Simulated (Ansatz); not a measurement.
Ligand exchange: C3H8AlCl + GeH2(GeH3)(OH) → C3H9AlO + GeH2(GeH3)Cl

Gas-phase species: C3H8AlCl `C[CH](C)[AlH][Cl]`, singlet; GeH2(GeH3)(OH), singlet; C3H9AlO `C[CH](C)[AlH][OH]`, singlet; GeH2(GeH3)Cl, singlet. The partners trade Cl for OH: Al–Cl and Ge–OH bonds give way to Al–OH and Ge–Cl.

Shapes, held fixed at every level: PBE0-D4/def2-TZVP. Flexible molecules stand in one conformer, not always the lowest. Programs: Ansatz 0.2.0. Electronic energies: no zero-point or thermal term.

| level | kind | ΔE (kJ/mol) | less CCSD(T)/def2-TZVPP |
| --- | --- | --- | --- |
| HF/def2-TZVPP | Hartree–Fock | -23.4 | 0.0 |
| SPW92/def2-TZVPP | LDA | -25.6 | -2.2 |
| B3LYP-D4/def2-TZVPP | global hybrid | -27.3 | -3.9 |
| BHLYP-D4/def2-TZVPP | global hybrid | -27.3 | -3.9 |
| wB97M-V/def2-TZVPP | range-separated hybrid | -25.5 | -2.1 |
| MP2/def2-TZVPP | perturbation theory | -24.6 | -1.2 |
| CCSD(T)/def2-TZVPP | coupled cluster or CI | -23.4 | 0.0 |

The highest level, CCSD(T)/def2-TZVPP, gives ΔE = -23.4 kJ/mol; the levels span -27.3 to -23.4. The column of differences is taken from that level and isn't an error. No measured value is set beside it here. Relativity is left out for Ge. Outer-core shells of Ge are correlated, in sets that cover them unevenly.
